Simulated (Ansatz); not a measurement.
# Ligand exchange: CH6OSn + CH6GeO3 → CH6O2Sn + CH6GeO2

Species: CH6OSn `C[O][SnH3]`, singlet; CH6GeO3 `C[O][GeH]([OH])[OH]`, singlet; CH6O2Sn `C[O][SnH2][OH]`, singlet; CH6GeO2 `C[O][GeH2][OH]`, singlet. The partners trade H for OH: Sn–H and Ge–OH bonds give way to Sn–OH and Ge–H.

Shapes, held fixed at every level: PBE0-D4/def2-TZVP. Flexible molecules stand in one conformer, not always the lowest. Programs: Ansatz 0.2.0. Electronic energies: no zero-point or thermal term.

```json
{"level": "HF/def2-TZVPP", "kind": "Hartree–Fock", "ΔE (kJ/mol)": "+37.1", "less CCSD(T)/def2-TZVPP": "+0.1"}
{"level": "PBE-D4/def2-TZVPP", "kind": "GGA", "ΔE (kJ/mol)": "+29.4", "less CCSD(T)/def2-TZVPP": "-7.6"}
{"level": "r2SCAN-D4/def2-TZVPP", "kind": "meta-GGA", "ΔE (kJ/mol)": "+32.7", "less CCSD(T)/def2-TZVPP": "-4.3"}
{"level": "PBE0-D4/def2-TZVPP", "kind": "global hybrid", "ΔE (kJ/mol)": "+33.3", "less CCSD(T)/def2-TZVPP": "-3.7"}
{"level": "wB97M-V/def2-TZVPP", "kind": "range-separated hybrid", "ΔE (kJ/mol)": "+34.3", "less CCSD(T)/def2-TZVPP": "-2.7"}
{"level": "wB97X-V/def2-TZVPP", "kind": "range-separated hybrid", "ΔE (kJ/mol)": "+33.2", "less CCSD(T)/def2-TZVPP": "-3.8"}
{"level": "MP2/def2-TZVPP", "kind": "perturbation theory", "ΔE (kJ/mol)": "+35.9", "less CCSD(T)/def2-TZVPP": "-1.1"}
{"level": "CCSD(T)/def2-TZVPP", "kind": "coupled cluster or CI", "ΔE (kJ/mol)": "+37.0", "less CCSD(T)/def2-TZVPP": "0.0"}
```

The highest level, CCSD(T)/def2-TZVPP, gives ΔE = +37.0 kJ/mol; the levels span +29.4 to +37.1. The column of differences is taken from that level and isn't an error. No measured value is set beside it here. For atoms past krypton def2 sets carry core potentials with scalar relativity. Relativity is left out for Ge. Outer-core shells of Ge, Sn are correlated in most correlated rows, in sets that cover them unevenly.
